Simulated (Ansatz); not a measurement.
H3Cl3HfOSi (SMILES [SiH3][O][Hf]([Cl])([Cl])[Cl]), singlet, at a GFN2-xTB geometry (such geometries of metal compounds can be far from the true shape) (core potentials on Hf); R2SCAN/def2-SV(P) run with Ansatz (an electronic-structure program).

Input for Ansatz:
Ansatz 0.2 input:
```yaml
crystal:
  periodic: [false, false, false]
  atoms:
    - {symbol: Hf, position_ang: [0.16198422, 0.08986631, 0.15434697]}
    - {symbol: Cl, position_ang: [1.67669179, 1.12473129, 1.46639015]}
    - {symbol: Cl, position_ang: [-0.93563556, -1.30710791, 1.53279462]}
    - {symbol: Cl, position_ang: [-1.24341668, 1.69597803, -0.55096803]}
    - {symbol: O, position_ang: [0.65066792, -0.87100724, -1.35901133]}
    - {symbol: Si, position_ang: [-0.43731869, -1.45667371, -2.41454629]}
    - {symbol: H, position_ang: [-1.74287364, -1.54049122, -1.70426651]}
    - {symbol: H, position_ang: [0.05106640, -2.77486407, -2.80862422]}
    - {symbol: H, position_ang: [-0.51381059, -0.52475309, -3.54403733]}
basis:
  gaussian:
    orbitals: def2-SV_P_.json
hamiltonian:
  xc: r2scan
scf: {lower_state_search: full}
```
The basis file holds def2-SV(P) in the JSON format of the Basis Set Exchange.

Output, abridged:

```
Functional definition: r2SCAN
1364 factors; their error is unknown
mean field evaluation 1: about -48831.3437 eV, gradient 5.7e1 eV
mean field evaluation 2: about -48775.5845 eV, gradient 1.7e2 eV
mean field evaluation 4: about -48837.0489 eV, gradient 8.3e0 eV
mean field evaluation 8: about -48837.2314 eV, gradient 1.8e-1 eV
mean field evaluation 16: about -48837.1130 eV, gradient 2.4e-4 eV
mean field evaluation 32: about -48837.2342 eV, gradient 4.9e-1 eV
mean field evaluation 64: about -48837.1130 eV, gradient 6.6e-4 eV
mean field -48837.11304072 eV, -1794.7308012623 hartree, gradient 1.8e-5 eV, S^2 0.000000; 3 other end points of the search recorded, 0 dependent functions left out
reference -48837.11306682 eV, -1794.7308022214 hartree; 44, 44 occupied and 73, 73 virtual orbitals, 1364 factors
Total energy: -48837.11306682 eV, -1794.7308022214 hartree
```
